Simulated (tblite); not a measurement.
C4H11F3N2Si.
Bonds: N1–Si2, Si2–C3, C3–C4, C4–N5, N5–C6, C6–C7, C7–F8, C7–F9, C7–F10. Hydrogens: H11, H12 on N1; H13, H14 on Si2; H15, H16 on C3; H17, H18 on C4; H19 on N5; H20, H21 on C6.

Computed with GFN2-xTB (tblite), gas phase: L-BFGS steps from a force-field or distance-geometry start until the largest atomic force falls under 0.01 eV/Å.

Step 162: E = -978.6369 eV
```
atom  x, y, z in Å  |  force x, y, z in eV/Å
N1      3.6672   -0.3659    0.9075    0.130   0.042   0.071
Si2     2.4917    0.7809    0.3909    0.009   0.050   0.039
C3      0.8839   -0.2064    0.1732    0.001  -0.018   0.012
C4     -0.1028    0.4525   -0.7741   -0.023  -0.008  -0.061
N5     -1.1330   -0.4898   -1.2017   -0.009  -0.104  -0.006
C6     -2.0293   -0.9644   -0.1870   -0.104   0.016   0.081
C7     -2.9956    0.0972    0.3571   -0.053   0.083  -0.001
F8     -3.5455    0.8067   -0.6453   -0.041   0.010   0.051
F9     -2.4250    0.9892    1.1817   -0.016  -0.055   0.004
F10    -4.0118   -0.4540    1.0439    0.035   0.019  -0.029
H11     4.5547   -0.0271    1.2512   -0.129  -0.053  -0.060
H12     3.8133   -1.1868    0.3434    0.027  -0.062   0.014
H13     2.8057    1.4807   -0.8616    0.011   0.039  -0.100
H14     2.4038    1.7575    1.4727   -0.024   0.030   0.046
H15     0.4224   -0.3362    1.1504   -0.014  -0.012   0.050
H16     1.0931   -1.2032   -0.2111    0.061  -0.059  -0.026
H17    -0.5184    1.3583   -0.3155    0.005   0.064   0.036
H18     0.4079    0.7512   -1.6895    0.060   0.037  -0.054
H19    -1.6627   -0.1066   -1.9768    0.004   0.033  -0.042
H20    -2.6646   -1.7534   -0.6037    0.072  -0.028  -0.002
H21    -1.4642   -1.3636    0.6578   -0.005  -0.024  -0.023
```

Step 163: E = -978.6384 eV
```
atom  x, y, z in Å  |  force x, y, z in eV/Å
N1      3.6697   -0.3675    0.8975   -0.063  -0.189  -0.104
Si2     2.4973    0.7882    0.3944   -0.031   0.049  -0.003
C3      0.8846   -0.1956    0.1843    0.018  -0.011   0.005
C4     -0.1032    0.4582   -0.7669   -0.014  -0.008  -0.031
N5     -1.1256   -0.4935   -1.1955   -0.002  -0.063   0.002
C6     -2.0279   -0.9672   -0.1839   -0.052   0.036   0.037
C7     -3.0015    0.0936    0.3497    0.025   0.013  -0.028
F8     -3.5276    0.8153   -0.6523   -0.084   0.066  -0.061
F9     -2.4468    0.9732    1.1949    0.048  -0.002   0.060
F10    -4.0305   -0.4612    1.0073   -0.076  -0.044   0.048
H11     4.5713   -0.0309    1.1821    0.128   0.020   0.047
H12     3.7776   -1.2245    0.3701   -0.026   0.147   0.105
H13     2.8051    1.4926   -0.8605    0.003   0.012  -0.059
H14     2.4171    1.7686    1.4771   -0.010  -0.012   0.014
H15     0.4245   -0.3198    1.1632   -0.016  -0.013   0.034
H16     1.0919   -1.1948   -0.1966    0.057  -0.041  -0.011
H17    -0.5254    1.3625   -0.3078    0.008   0.027   0.009
H18     0.4105    0.7607   -1.6808    0.026   0.019  -0.024
H19    -1.6519   -0.1164   -1.9757    0.000   0.028  -0.043
H20    -2.6515   -1.7642   -0.6025    0.045  -0.011   0.000
H21    -1.4668   -1.3603    0.6655    0.014  -0.025   0.003
```

Question: Estimate the geometry and energy of step 164. (The exact step hangs on the optimiser's Hessian estimate; all steps are aligned on step 163, rigid shifts and turns removed.)

Answer: E = -978.6403 eV, largest force 0.118 eV/Å
```
atom  x, y, z in Å  |  force x, y, z in eV/Å
N1      3.6600   -0.3750    0.9215   -0.085   0.030  -0.076
Si2     2.5004    0.7869    0.3849    0.058   0.005   0.021
C3      0.8842   -0.1919    0.1710    0.013  -0.014   0.001
C4     -0.1071    0.4657   -0.7753   -0.002  -0.007  -0.019
N5     -1.1304   -0.4861   -1.2037   -0.018  -0.032   0.014
C6     -2.0260   -0.9670   -0.1882   -0.046   0.033   0.020
C7     -2.9981    0.0882    0.3594   -0.028   0.024  -0.015
F8     -3.5468    0.8074   -0.6356   -0.035   0.013   0.028
F9     -2.4322    0.9700    1.1963    0.004  -0.019   0.020
F10    -4.0146   -0.4732    1.0363    0.004   0.003  -0.012
H11     4.5573   -0.0407    1.2298    0.035   0.006   0.018
H12     3.7823   -1.2226    0.3873   -0.018   0.042   0.050
H13     2.8277    1.4729   -0.8793   -0.007  -0.020  -0.004
H14     2.4139    1.7839    1.4547   -0.006  -0.043  -0.017
H15     0.4260   -0.3195    1.1509   -0.007  -0.012   0.022
H16     1.0894   -1.1904   -0.2142    0.055  -0.025  -0.006
H17    -0.5284    1.3682   -0.3107    0.014   0.012   0.000
H18     0.4038    0.7731   -1.6895    0.020   0.011  -0.016
H19    -1.6627   -0.1039   -1.9785    0.012   0.014  -0.016
H20    -2.6492   -1.7629   -0.6086    0.034  -0.012   0.001
H21    -1.4586   -1.3659    0.6552    0.003  -0.008  -0.015
```

The energy changes by -0.0019 eV. The first-order estimate −F·Δx gives -0.0034 eV and the mean of the old and new forces, exact on a quadratic surface, -0.0018 eV. The step makes an angle of 85° with the force vector and moves no atom by more than 0.051 Å.

The cost below is that of the whole relaxation. The run took 3.9 s wall on one thread, Intel Xeon Platinum 8259CL at 2.50 GHz (x86_64) (shared host).
